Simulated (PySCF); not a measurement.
H₆S, SMILES [H][S@OH5]([H])([H])([H])([H])[H].

Geometry optimised at ωB97X-D3(BJ)/def2-TZVP.

Two levels are set side by side: TDDFT-PBE/def2-TZVPD (PySCF) and TDDFT-B3LYP/def2-TZVPD (PySCF). Vertical, same geometry. The lowest singlet is HOMO→LUMO 100 % with PBE and HOMO→LUMO 100 % with the other functional; states are paired by order. Differences are taken from unrounded values.

```tsv
quantity	TDDFT-PBE
lowest singlet excitation (eV)	4.07
lowest triplet excitation (TDA) (eV)	3.37
first bright state (f over 0.05) (eV)	5.99
its oscillator strength	0.13
```

**Question.** These are the TDDFT-PBE values. What does TDDFT-B3LYP give? (Estimate from the structure and the level; the computed values follow.)

**Answer.** 
```json
[
 {"quantity": "lowest singlet excitation (eV)", "TDDFT-B3LYP": "4.34", "TDDFT-PBE minus TDDFT-B3LYP": "-0.27"},
 {"quantity": "lowest triplet excitation (TDA) (eV)", "TDDFT-B3LYP": "3.62", "TDDFT-PBE minus TDDFT-B3LYP": "-0.26"},
 {"quantity": "first bright state (f over 0.05) (eV)", "TDDFT-B3LYP": "6.33", "TDDFT-PBE minus TDDFT-B3LYP": "-0.34"},
 {"quantity": "its oscillator strength", "TDDFT-B3LYP": "0.14", "TDDFT-PBE minus TDDFT-B3LYP": "-0.01"}
]
```

Functionals without exact exchange tend to place singlet excitations lower, as here. Differences between two approximate levels are no errors against the true value.

Rough cost on one machine, each run with all the roots and properties that it gave: TDDFT-B3LYP against TDDFT-PBE about 2 times.
